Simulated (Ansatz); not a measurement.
C3H10OSi can be A, `COC[SiH2]C`, or B, `CC(C)(O)[SiH3]`.

Gas-phase electronic energies from Ansatz, PBE0-D4/def2-TZVP geometries. CBS: MP2 limit from def2 TZ/QZ plus the TZ coupled-cluster correction, frozen cores. DFT in def2-TZVPP. B3LYP here is the variant with VWN-RPA as its local correlation; programs differ in this. One conformer a species, not always the lowest.

A:

```xyz
15

C     1.507   -0.668   -1.379
O     1.388    0.482   -0.589
C     0.104    1.071   -0.659
Si   -1.254    0.132    0.287
C    -0.674   -0.257    2.019
H     2.532   -1.025   -1.283
H     0.822   -1.465   -1.060
H     1.304   -0.449   -2.438
H    -0.192    1.236   -1.708
H     0.198    2.063   -0.206
H    -2.456    1.015    0.302
H    -1.638   -1.126   -0.416
H    -0.455    0.662    2.569
H    -1.428   -0.818    2.575
H     0.242   -0.852    1.985
```

B:

```xyz
15

C    -0.161   -1.425   -0.419
C     0.002    0.081   -0.275
C     1.424    0.433    0.138
O    -0.333    0.734   -1.500
Si   -1.256    0.778    0.976
H     0.549   -1.810   -1.162
H     0.036   -1.944    0.523
H    -1.169   -1.681   -0.752
H     2.136    0.049   -0.604
H     1.684   -0.010    1.103
H     1.556    1.515    0.206
H     0.274    0.421   -2.181
H    -1.003    0.160    2.308
H    -1.099    2.251    1.092
H    -2.640    0.449    0.548
```

Question: Which isomer does CCSD(T)/CBS put lower? Give the gap. (Best estimate.)

Answer: Computed: B, by 5.8 kcal/mol.

Question: Give E(B) − E(A) in kcal/mol with CCSD(T)/def2-TZVPP, PBE-D4, B3LYP, CCSD(T)/def2-SVP, PBE0-D4, BLYP-D4, r2SCAN-D4. (Estimate.)

Answer: Computed: CCSD(T)/def2-TZVPP -5.4, PBE-D4 -3.5, B3LYP -1.9, CCSD(T)/def2-SVP -7.8, PBE0-D4 -4.0, BLYP-D4 -2.7, r2SCAN-D4 -3.7. None reverses the order clearly.

Question: Does the order hold for the free energy at 298.15 K (harmonic terms from PBE0-D4)? (Estimate.)

Answer: Computed: Yes: G(B) − G(A) = -5.6 kcal/mol, for one conformer each. Modes under 60 cm⁻¹, often nearly free rotors, make the harmonic entropy too high.

Largest T1 diagnostic: 0.011.

From BLYP to BHLYP (50 % exact exchange), in def2-TZVPP and without D4, E(B) − E(A) moves by −1.7 kcal/mol. In def2-TZVPP, CCSD(T) changes the Hartree–Fock value by −3.0 kcal/mol (the triples alone add −0.4 kcal/mol) and MP2 by −4.1 kcal/mol.
